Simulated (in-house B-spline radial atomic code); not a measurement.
Results of a calculation; reference values are marked as such.
C6 from the polarisability at imaginary frequency: the potassium ion K⁺

HSE06 linear response of the closed shell [Ne] 3s2 3p6, from a B-spline radial code for spherical atoms; non-relativistic, point nucleus, no spin-orbit coupling.

The dispersion coefficient of two like species is C6 = (3/π) ∫ α(iu)² du from 0 to ∞.

```
u (hartree)  α(iu) (bohr³)
          0           5.61
     0.0849          5.567
      0.198          5.383
      0.339          4.998
      0.566          4.209
      0.849          3.251
       1.27          2.196
       1.98          1.231
       2.83         0.7157
       4.24         0.3722
       7.07         0.1611
       14.1        0.05277
```

Fit one oscillator, α(iu) = α(0)/(1 + u²/ω²), through u = 0.566 and estimate C6.

From α(0)/α(iu) − 1 = 5.61/4.209 − 1 = 0.3329, ω = u/√0.3329 = 0.9810 hartree (26.7 eV). London's formula gives C6 = (3/4) α(0)² ω = 0.75 × 5.61² × 0.9810 = 23.16 hartree·bohr⁶, and the oscillator holds f = α(0) ω² = 5.40 electrons, of a sum of oscillator strengths of 18.0.

How does that compare with the full integral?

The program's quadrature over all excitations gives C6 = 23.99, so the single oscillator is off by -3.5 %. At the last point the fit gives α = 0.027 against 0.0528: higher excitations, and deeper shells where there are any, keep the true curve higher at large u.
